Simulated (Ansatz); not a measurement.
Reaction (cleavage of the Ga–Si bond): `F[SiH2][GaH2]` + `O[SiH3]` → `[SiH3][O][GaH2]` + `F[SiH3]`

Calculated with Ansatz (gas phase, PBE0-D4/def2-TZVP geometries, no zero-point term in ΔE). CCSD(T)/CBS is the MP2 limit (def2-TZVPP, def2-QZVPP) plus CCSD(T) − MP2 in def2-TZVPP, frozen cores. This one scheme is used for every species. Functionals use def2-TZVPP. HSE06 is defined as in plane-wave codes. For Ga outer-core shells are correlated without core-valence functions, which leaves a few kJ/mol of doubt a bond. Scalar relativity is left out up to krypton.

Q: Is it downhill or uphill in electronic energy at CCSD(T)/CBS, and by how much? (Estimate.)

A: Ansatz gave: Downhill: ΔE = -82.9 kJ/mol.

Q: What do these levels give: LDA (SPW92), revPBE-D4, B2PLYP, BLYP, HSE06, BHLYP, RPA@PBE/def2-TZVPP, HF/def2-SVP, HF/def2-TZVPP, SCS-MP2/def2-TZVPP, CCSD/def2-TZVPP, HF/CBS(def2)? (Estimate.)

A: The calculation gave: LDA (SPW92) -63.8, revPBE-D4 -64.9, B2PLYP -88.0, BLYP -76.5, HSE06 -66.5, BHLYP -86.9, RPA@PBE/def2-TZVPP -89.6, HF/def2-SVP -103.8, HF/def2-TZVPP -99.4, SCS-MP2/def2-TZVPP -98.8, CCSD/def2-TZVPP -88.2, HF/CBS(def2) -101.1 kJ/mol.

Q: What do rigid-rotor, harmonic-oscillator terms from PBE0-D4/def2-TZVP frequencies (298.15 K, 1 bar) make of the CCSD(T)/CBS value? (Best estimate.)

A: The calculation gave: ΔZPE = -3.3 kJ/mol, ΔH = -87.1 kJ/mol, ΔS = -11 J/(mol·K), ΔG = -83.8 kJ/mol.

Largest T1 diagnostic among the species: 0.014.

At CCSD(T), def2-SVP lies −18.9 kJ/mol from the extrapolated value and def2-TZVPP −5.1 kJ/mol. In def2-TZVPP, CCSD(T) changes the Hartree–Fock value by +11.3 kJ/mol (the triples alone add +0.1 kJ/mol) and MP2 by +3.3 kJ/mol.
